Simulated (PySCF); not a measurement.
SMILES c1c[nH]c(-c2ccc[se]2)c1 (C8H7NSe), singlet, GFN2-xTB optimised geometry.

```
17

C      3.10     0.50     0.00
C      2.97    -0.86     0.00
N      1.65    -1.16     0.00
C      0.91    -0.01     0.00
C     -0.52    -0.01     0.00
C     -1.35     1.08     0.00
C     -2.73     0.78     0.00
C     -3.04    -0.54     0.00
Se    -1.53    -1.61     0.00
C      1.81     1.05     0.00
H      4.02     1.05     0.00
H      3.72    -1.63     0.00
H      1.25    -2.09     0.00
H     -0.97     2.09     0.00
H     -3.48     1.56     0.00
H     -4.02    -0.98     0.00
H      1.56     2.09     0.00
```

Density from B3LYP/def2-SVP (PySCF) at that geometry.

Minimum of the electron density along straight lines between bonded atoms, close to the bond critical point (lines longer than 1.1 times the sum of covalent radii, or with two minima, are not listed):

```tsv
bond	length / Å	ρ at the minimum / e bohr⁻³	∇²ρ there / e bohr⁻⁵	position (fraction from the first atom)
C1–C2	1.371	0.320	-0.82	0.48
C2–N3	1.355	0.313	-0.56	0.34
N3–C4	1.366	0.309	-0.66	0.66
C4–C5	1.432	0.286	-0.71	0.50
C5–C6	1.369	0.319	-0.80	0.52
C6–C7	1.412	0.298	-0.75	0.50
C7–C8	1.356	0.325	-0.83	0.49
C5–Se9	1.889	0.164	-0.18	0.49
C8–Se9	1.855	0.173	-0.20	0.49
C1–C10	1.403	0.301	-0.73	0.50
C4–C10	1.384	0.312	-0.78	0.52
C1–H11	1.072	0.285	-1.10	0.63
C2–H12	1.072	0.288	-1.12	0.64
N3–H13	1.009	0.338	-1.61	0.77
C6–H14	1.076	0.284	-1.08	0.63
C7–H15	1.077	0.284	-1.09	0.63
C8–H16	1.075	0.284	-1.10	0.64
C10–H17	1.071	0.285	-1.09	0.63
```
